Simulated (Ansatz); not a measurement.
C2H7ISi (`[SiH3]CCI`), 11 atoms. The species carries charge 0 and has multiplicity 1. Correlated methods include outer-core shells of I, which these sets cover unevenly. I takes the def2 core potential. All runs use 4 threads of an Arm Neoverse V1 on a shared host. Correlated methods freeze the cores.

(1) Give the basis size and wall time and peak host memory of each of these runs in Ansatz. RHF-MP2/def2-QZVPP energy; direct RPA on PBE orbitals/def2-TZVPP energy; RKS PBE0-D4/def2-QZVPP energy; RKS BHLYP-D4/def2-TZVPP energy; RKS PBE0-D4/def2-TZVP frequencies; RKS PBE0-D4/def2-TZVPP energy; RKS PBE-D4/def2-TZVPP energy and forces; RKS PBE0-D4/def2-SVP energy; RHF-CCSD(T)/def2-TZVPP energy; RKS ωB97M-V/def2-QZVPP energy; RKS ωB97M-V/def2-SVP energy; RHF-CCSD(T)/def2-SVP energy. (Estimate.)

Results:

(1) The calculation gave: Other jobs shared the machine, so times are rough.

```csv
level,job,functions,wall time,peak host memory (GiB)
RKS PBE0-D4/def2-SVP,energy,107,1.4 s,0.23
RKS PBE-D4/def2-TZVPP,energy and forces,252,3 s,0.34
RKS PBE0-D4/def2-TZVPP,energy,252,3.6 s,0.66
RKS BHLYP-D4/def2-TZVPP,energy,252,5.5 s,0.8
RKS ωB97M-V/def2-SVP,energy,107,6.5 s,0.35
direct RPA on PBE orbitals/def2-TZVPP,energy,252,7 s,0.65
RHF-CCSD(T)/def2-SVP,energy,107,7.5 s,0.55
RKS PBE0-D4/def2-QZVPP,energy,476,9.5 s,1.8
RKS ωB97M-V/def2-QZVPP,energy,476,24 s,2.2
RHF-MP2/def2-QZVPP,energy,476,24 s,3
RKS PBE0-D4/def2-TZVP,frequencies,191,2.8 min,0.5
RHF-CCSD(T)/def2-TZVPP,energy,252,4 min,5.9
```
